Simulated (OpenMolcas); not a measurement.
## Ir5+: moving or changing the point charges

Ir5+ among 4 point charges of -2.5 e arranged as a tetrahedron (Td), 1.83 Å from the ion.

| Quantity | Value |
| --- | --- |
| Program | OpenMolcas 26.06 |
| Method | CASSCF |
| Basis | ANO-RCC-VDZP [7s6p4d2f] |
| Scalar Hamiltonian | DKH2, point nucleus |
| Active space | 4 electrons in 5 orbitals (5d) |
| State averaging | 2S+1 = 5 even, 5 roots; 2S+1 = 3 even, 45 roots; 2S+1 = 1 even, 50 roots |
| Spin-orbit coupling | state interaction with AMFI integrals over the reference wave functions |

Runs around this geometry, states (labels of Td). Energies in cm-1 above the lowest state or level, χT in cm3 K/mol; under a threefold ground state the first gap can be a small split of the lowest multiplet, not the spin-orbit step; 10Dq and B are least-squares fits to the states below 45000 cm-1, weighted by degeneracy, with a free offset, and given where the rms deviation is under 5 % of |10Dq| (or 100 cm-1) and under 700 cm-1; 10Dq is negative for this site.

| R (Å) | q (e) | Ground state | First state of that spin | 10Dq | B (rms of fit) | First gap with spin-orbit (degeneracies) | χT at 300 K | First state of another spin |
| --- | --- | --- | --- | --- | --- | --- | --- | --- |
| 1.83 | -1.62 | 5T2 | 5E 3804 | -3930 | 930 (52) | 5423 (1, 3) | 0.048 | 3T1 17178 |
| 1.67 | -2.5 | 5T2 | 5E 7474 | -7660 | 895 (241) | 5281 (1, 3) | 0.059 | 3T1 13690 |
| 1.83 | -2.5 | 5T2 | 5E 5263 | -5416 | 919 (109) | 5348 (1, 3) | 0.052 | 3T1 15849 |

Taking |10Dq| as R^-n, n = -ln(5416 / 7660) / ln(1.83 / 1.67) = 3.8 between the shortest and longest distance. The point-charge formula for a cubic d site gives n = 5.

Scaling the charges by -1.62 / -2.5 = 0.65 scales |10Dq| by 3930 / 5416 = 0.73; with fixed orbitals a first-order splitting would follow the charge.

Without dynamic correlation the repulsion within the d shell is too large (B by tens of per cent), so at a given field states of lower spin stand too high. Point charges give a weaker field than real ligands, and real ions of this kind are as a rule low spin; the high spin found here belongs to the model. Spin-orbit coupling mixes the spin-free states strongly: the lowest level takes only 46 % from its leading state, 5T2 (figures for R = 1.83, q = -1.62; the like holds for R = 1.67, q = -2.5, R = 1.83, q = -2.5). The ground term spreads over less than 5000 cm-1, several times less than with real ligands, so orbital moments are less quenched and χT lies further from the spin-only value than at real sites (holds for R = 1.83, q = -1.62). Point charges carry no covalency, so the field is a model and not that of real ligands. No measured value stands beside these numbers.
